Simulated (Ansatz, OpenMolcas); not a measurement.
How methods differ on CH5AlOSi (SMILES [CH2]1O[SiH2][AlH]1)

The species is CH5AlOSi (9 atoms), meant as a singlet with charge 0. SMILES: `[CH2]1O[SiH2][AlH]1`. Geometry: relaxed at PBE0-D4/def2-TZVP.

```xyz
9

C    -0.3099    1.0225   -0.6535
O     0.6211   -0.0213   -1.0229
Si    0.7678   -1.2239    0.1358
Al   -0.8588    0.2793    1.1211
H    -1.0902    1.0976   -1.4201
H     0.2133    1.9860   -0.6430
H     2.1777   -1.3383    0.6150
H     0.4224   -2.5606   -0.4333
H    -1.8551    0.7124    2.2837
```

Quantity: the HOMO–LUMO gap, in eV. The values are calculated.

| level | kind | program | value (eV) | CPU time |
| --- | --- | --- | --- | --- |
| SVWN5/def2-SVP | LDA | Ansatz | 3.08 | 2.9 s |
| BLYP/def2-SVP | GGA | Ansatz | 3.19 | 3.9 s |
| TPSS/def2-SVP | meta-GGA | OpenMolcas | 3.47 | 87 s |
| BHLYP/def2-SVP | global hybrid | OpenMolcas | 6.76 | 58 s |
| PBE0/def2-SVP | global hybrid | OpenMolcas | 5.00 | 61 s |
| CAM-B3LYP/def2-SVP | range-separated hybrid | Ansatz | 7.23 | 5.2 s |
| HSE06/def2-SVP | range-separated hybrid | Ansatz | 4.24 | 4.7 s |
| wB97M-V/def2-SVP | range-separated hybrid | Ansatz | 8.67 | 34 s |

The values span 3.08 to 8.67 eV. Orbital gaps aren't excitation energies; they tend to grow with the share of exact exchange. Times are those of the runs behind each value, whatever else they computed, on shared processors of several kinds: orders of magnitude only.
